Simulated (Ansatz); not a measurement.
Reaction (ligand exchange at the Si–C bond): `C#C[SiH2]CO` + HCl → `OC[SiH2]Cl` + `C#C`

Calculated with Ansatz (gas phase, PBE0-D4/def2-TZVP geometries, no zero-point term in ΔE). CCSD(T)/CBS is the MP2 limit (def2-TZVPP, def2-QZVPP) plus CCSD(T) − MP2 in def2-TZVPP, frozen cores. This one scheme is used for every species. Functionals use def2-TZVPP. Each species was taken in one conformer, which may not be the lowest.

`C#C[SiH2]CO`:

```xyz
11

C    -1.501    2.052    0.057
C    -1.087    0.963    0.371
Si   -0.379   -0.680    0.760
C     1.212   -0.794   -0.254
O     0.986   -0.470   -1.615
H    -1.879    3.014   -0.208
H    -0.114   -0.770    2.219
H    -1.359   -1.719    0.358
H     1.989   -0.159    0.193
H     1.594   -1.819   -0.232
H     0.537    0.382   -1.649
```

HCl:

Cartesian coordinates in Å:
```
Cl 0.133 -0.334 0.528
H -0.133 0.334 -0.528
```

`OC[SiH2]Cl`:

Z-matrix (Å, degrees):
```
C
Si 1 1.882
O 1 1.416 2 112.1
H 1 1.100 2 110.1 3 -125.4
H 1 1.095 2 109.0 3 118.1
Cl 2 2.067 1 106.0 3 53.7
H 2 1.484 1 112.1 3 171.6
H 2 1.481 1 112.1 3 -63.0
H 3 0.962 1 108.3 2 -54.5
```

`C#C`:

```xyz
4

C     0.265   -0.270    0.464
C    -0.265    0.270   -0.464
H     0.736   -0.750    1.289
H    -0.736    0.750   -1.289
```

CCSD(T)/CBS gives -59.6 kJ/mol.

Another level gave -61.7 kJ/mol. Which?
A. RPA@PBE/def2-TZVPP
B. HF/def2-TZVPP
C. PBE-D4/def2-TZVPP
D. ωB97X-V/def2-TZVPP

D. ωB97X-V -61.7, PBE-D4 -56.0, HF/def2-TZVPP -67.0, RPA@PBE/def2-TZVPP -51.6 kJ/mol.

Largest T1 diagnostic among the species: 0.013.

Leaving LDA and LC-ωPBE aside and taking each functional with its dispersion term where it has one, the values, not all of them listed here, spread over 7.8 kJ/mol, from BHLYP-D4 to revPBE-D4. At CCSD(T), def2-SVP lies +6.1 kJ/mol from the extrapolated value and def2-TZVPP +4.4 kJ/mol.
